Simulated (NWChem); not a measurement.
Program: NWChem. System: CH₃AlF₂, charge 0, spin multiplicity 1, at a geometry optimised with PBE0/def2-SVP. The structure started from a generated list of species. Level: PBE/def2-TZVP.

The NWChem input:

```
start mol
memory heap 200 mb stack 900 mb global 1100 mb
geometry units angstroms nocenter noautoz noautosym
  Al     0.048744     0.042329     0.000922
  C     -1.477682    -1.132435    -0.054661
  H     -1.268975    -2.007435    -0.691497
  H     -2.373059    -0.627940    -0.446915
  H     -1.709680    -1.517940     0.951227
  F     -0.005476     1.608655    -0.543296
  F      1.514823    -0.453360     0.599203
end
basis spherical
  * library def2-tzvp
end
dft
  xc xpbe96 cpbe96
  semidirect memsize 60000000 filesize 0
  iterations 100
end
task dft energy
```

Output (cleaned and shortened):

```
             Northwest Computational Chemistry Package (NWChem) 7.3.0
             --------------------------------------------------------

                                NWChem Input Module
                                -------------------

 Scaling coordinates for geometry "geometry" by  1.889725989
 (inverse scale =  0.529177249)

                             Geometry "geometry" -> ""
                             -------------------------

 Output coordinates in angstroms (scale by  1.889725989 to convert to a.u.)

  No.       Tag          Charge          X              Y              Z
 ---- ---------------- ---------- -------------- -------------- --------------
    1 Al                  13.0000     0.04874400     0.04232900     0.00092200
    2 C                    6.0000    -1.47768200    -1.13243500    -0.05466100
    3 H                    1.0000    -1.26897500    -2.00743500    -0.69149700
    4 H                    1.0000    -2.37305900    -0.62794000    -0.44691500
    5 H                    1.0000    -1.70968000    -1.51794000     0.95122700
    6 F                    9.0000    -0.00547600     1.60865500    -0.54329600
    7 F                    9.0000     1.51482300    -0.45336000     0.59920300

 Effective nuclear repulsion energy (a.u.)     155.0780528830

            Nuclear Dipole moment (a.u.)
            ----------------------------
        X                 Y               Z
 ---------------- ---------------- ----------------
    -0.0000207870     0.0000132281    -0.0000037795


 Summary of "ao basis" -> "" (spherical)
 ------------------------------------------------------------------------------
       Tag                 Description            Shells   Functions and Types
 ---------------- ------------------------------  ------  ---------------------
 *                         def2-tzvp                  on all atoms

  pbe96 is a nonlocal functional; adding pw91lda local functional.

                                 NWChem DFT Module
                                 -----------------

 Summary of "ao basis" -> "ao basis" (spherical)
 ------------------------------------------------------------------------------
       Tag                 Description            Shells   Functions and Types
 ---------------- ------------------------------  ------  ---------------------
 Al                        def2-tzvp                13       37   5s5p2d1f
 C                         def2-tzvp                11       31   5s3p2d1f
 H                         def2-tzvp                 4        6   3s1p
 F                         def2-tzvp                11       31   5s3p2d1f

 Summary of "ao basis" -> "ao basis" (spherical)
 ------------------------------------------------------------------------------
       Tag                 Description            Shells   Functions and Types
 ---------------- ------------------------------  ------  ---------------------
 Al                        def2-tzvp                13       37   5s5p2d1f
 C                         def2-tzvp                11       31   5s3p2d1f
 H                         def2-tzvp                 4        6   3s1p
 F                         def2-tzvp                11       31   5s3p2d1f

            General Information
            -------------------
          SCF calculation type: DFT
          Wavefunction type:  closed shell.
          No. of atoms     :     7
          No. of electrons :    40
           Alpha electrons :    20
            Beta electrons :    20
[...]
 ---------------- ----- ----------------- --------- --------- ---------  ------
 d= 0,ls=0.0,diis     1   -481.7920403609 -6.37D+02  1.24D-02  1.59D+00     7.8
 d= 0,ls=0.0,diis     2   -481.3749141103  4.17D-01  6.36D-03  6.68D+00     9.4
 d= 0,ls=0.0,diis     3   -481.9182827324 -5.43D-01  6.36D-04  5.78D-02    10.8
 d= 0,ls=0.0,diis     4   -481.9212308860 -2.95D-03  4.11D-04  9.80D-03    12.3
 d= 0,ls=0.0,diis     5   -481.9222068689 -9.76D-04  1.42D-04  1.44D-03    13.7
  Resetting Diis
 d= 0,ls=0.0,diis     6   -481.9224024607 -1.96D-04  1.43D-05  1.41D-05    15.1
 d= 0,ls=0.0,diis     7   -481.9224032184 -7.58D-07  1.70D-05  6.47D-06    16.6
 d= 0,ls=0.0,diis     8   -481.9224012315  1.99D-06  1.13D-05  3.27D-05    18.1
 d= 0,ls=0.0,diis     9   -481.9224037332 -2.50D-06  8.57D-07  1.68D-08    19.5
 d= 0,ls=0.0,diis    10   -481.9224037354 -2.21D-09  2.10D-07  4.70D-09    21.0

         Total DFT energy =     -481.922403735408
      One electron energy =     -978.790043614721
           Coulomb energy =      387.643000444453
    Exchange-Corr. energy =      -45.853413448176
 Nuclear repulsion energy =      155.078052883037

 Numeric. integr. density =       40.000003496482

     Total iterative time =     20.0s

                       DFT Final Molecular Orbital Analysis
                       ------------------------------------

 Vector   18  Occ=2.000000D+00  E=-3.443347D-01
              MO Center=  7.6D-01,  5.2D-01,  4.9D-02, r^2= 2.4D+00
   Bfn.  Coefficient  Atom+Function         Bfn.  Coefficient  Atom+Function
  ----- ------------  ---------------      ----- ------------  ---------------
   125     -0.325039  7 F  pz                94      0.312559  6 F  pz
   128     -0.261072  7 F  pz                97      0.251035  6 F  pz
   131     -0.172225  7 F  pz               100      0.165473  6 F  pz
   124     -0.110209  7 F  py                93      0.105183  6 F  py
   123      0.095632  7 F  px                92     -0.091338  6 F  px

 Vector   19  Occ=2.000000D+00  E=-3.328129D-01
              MO Center=  6.2D-01,  4.8D-01,  2.0D-02, r^2= 2.8D+00
   Bfn.  Coefficient  Atom+Function         Bfn.  Coefficient  Atom+Function
  ----- ------------  ---------------      ----- ------------  ---------------
    92      0.334113  6 F  px               124     -0.327512  7 F  py
    95      0.265793  6 F  px               127     -0.259924  7 F  py
    98      0.174192  6 F  px               130     -0.167357  7 F  py
    94      0.101132  6 F  pz               123     -0.086368  7 F  px
   125      0.085557  7 F  pz                97      0.079734  6 F  pz

 Vector   20  Occ=2.000000D+00  E=-2.926676D-01
              MO Center= -8.9D-01, -6.8D-01, -3.4D-02, r^2= 2.4D+00
   Bfn.  Coefficient  Atom+Function         Bfn.  Coefficient  Atom+Function
  ----- ------------  ---------------      ----- ------------  ---------------
    43      0.245764  2 C  px                 4      0.226802  1 Al s
    44      0.198898  2 C  py                46      0.196022  2 C  px
    15     -0.171360  1 Al px                47      0.155303  2 C  py
   123      0.143601  7 F  px                 3     -0.131261  1 Al s
    16     -0.128525  1 Al py                49      0.128036  2 C  px

 Vector   21  Occ=0.000000D+00  E=-5.203416D-02
              MO Center= -1.5D-01, -1.2D-01,  1.6D-02, r^2= 4.8D+00
   Bfn.  Coefficient  Atom+Function         Bfn.  Coefficient  Atom+Function
  ----- ------------  ---------------      ----- ------------  ---------------
    42     -1.345386  2 C  s                  5      1.323053  1 Al s
    71      0.444580  3 H  s                 83      0.425263  5 H  s
    77      0.261019  4 H  s                  4      0.251725  1 Al s
    49     -0.220927  2 C  px                91     -0.217140  6 F  s
   122     -0.188183  7 F  s                  3     -0.174704  1 Al s

 Vector   22  Occ=0.000000D+00  E=-3.807145D-02
              MO Center= -1.0D-01, -4.9D-02, -3.4D-02, r^2= 4.0D+00
   Bfn.  Coefficient  Atom+Function         Bfn.  Coefficient  Atom+Function
  ----- ------------  ---------------      ----- ------------  ---------------
    20      0.652139  1 Al pz                17      0.422799  1 Al pz
    83     -0.232271  5 H  s                 71      0.222315  3 H  s
    19      0.220024  1 Al py                18     -0.191866  1 Al px
    16      0.142419  1 Al py                94     -0.127606  6 F  pz
    15     -0.124381  1 Al px               125     -0.123784  7 F  pz

 Vector   23  Occ=0.000000D+00  E= 2.977285D-02
              MO Center= -9.0D-01, -7.6D-01, -1.4D-02, r^2= 8.1D+00
   Bfn.  Coefficient  Atom+Function         Bfn.  Coefficient  Atom+Function
  ----- ------------  ---------------      ----- ------------  ---------------
    42      4.001692  2 C  s                 77     -1.150701  4 H  s
    71     -1.092952  3 H  s                 83     -1.083774  5 H  s
    18      0.995676  1 Al px                 5     -0.933163  1 Al s
    19      0.921724  1 Al py                26     -0.261506  1 Al d -2
    28      0.204877  1 Al d  0              40      0.205663  2 C  s

 center of mass
 --------------
 x =   0.16214877 y =   0.12556527 z =   0.00572666

 moments of inertia (a.u.)
 ------------------
         317.798203024077         -46.959513638252         -66.296721740482
         -46.959513638252         334.170011641648          74.316623445928
         -66.296721740482          74.316623445928         551.554921302107

     Multipole analysis of the density
     ---------------------------------

     L   x y z        total         alpha         beta         nuclear
     -   - - -        -----         -----         ----         -------
     0   0 0 0     -0.000000    -20.000000    -20.000000     40.000000

     1   1 0 0     -0.723942     -0.361961     -0.361961     -0.000021
     1   0 1 0     -0.555136     -0.277575     -0.277575      0.000013
     1   0 0 1     -0.026178     -0.013087     -0.013087     -0.000004

     2   2 0 0    -23.071364    -90.008629    -90.008629    156.945894
     2   1 1 0      0.664452    -18.308173    -18.308173     37.280799
     2   1 0 1     -1.565261    -16.839782    -16.839782     32.114303
     2   0 2 0    -23.570659    -82.466956    -82.466956    141.363253
     2   0 1 1      1.903369     18.296168     18.296168    -34.688967
     2   0 0 2    -19.609413    -23.175851    -23.175851     26.742290

 Task  times  cpu:       21.1s     wall:       21.1s

 Total times  cpu:       21.1s     wall:       21.1s
```
